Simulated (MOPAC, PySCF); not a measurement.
C4H12GeO4, SMILES `C[O][Ge]([O]C)([O]C)[O]C`, neutral singlet in the gas phase. 

Z-matrix (Å, degrees):
```
Ge
O 1 1.7587
C 2 1.4193 1 119.81
H 3 1.1011 2 107.77 1 173.17
H 3 1.1040 4 108.66 2 121.43
H 3 1.1057 4 108.23 5 117.56
O 1 1.7587 2 106.63 3 -47.02
C 7 1.4193 1 119.81 2 170.68
H 8 1.1010 7 107.78 1 -173.10
H 8 1.1040 9 108.66 7 -121.44
H 8 1.1057 9 108.23 10 -117.54
O 1 1.7587 2 106.62 3 -170.73
C 12 1.4194 1 119.78 2 47.04
H 13 1.1011 12 107.77 1 -173.13
H 13 1.1040 14 108.67 12 -121.43
H 13 1.1057 14 108.23 15 -117.56
O 1 1.7588 2 115.33 3 71.13
C 17 1.4194 1 119.78 2 71.24
H 18 1.1010 17 107.77 1 173.07
H 18 1.1040 19 108.67 17 121.43
H 18 1.1056 19 108.23 20 117.56
```
Charge 0, multiplicity 1.

All levels are single points at this geometry (r2SCAN-D4/def2-SVP); Pople sets use spherical d functions. Orbital energies aren't observables, and empty levels follow the basis.

```
level                          HOMO (eV)  LUMO (eV)  gap (eV)  dipole (D)  vertical IE, Delta-SCF (eV)
-----------------------------  ---------  ---------  --------  ----------  ---------------------------
PBE-D3(BJ)/def2-TZVP in PySCF      -6.47      -0.87      5.60        0.00                            –
r2SCAN-D4/def2-TZVP in PySCF       -6.82      -0.49      6.33        0.00                            –
B3LYP/LANL2DZ in PySCF             -7.69      -0.05      7.64        0.00                            –
BP86/6-31G* in PySCF               -6.29      -0.69      5.60        0.00                            –
HF/3-21G in PySCF                 -11.79       5.00     16.79        0.00                            –
PM3 in MOPAC                      -10.30       0.46     10.76        0.00                            –
```
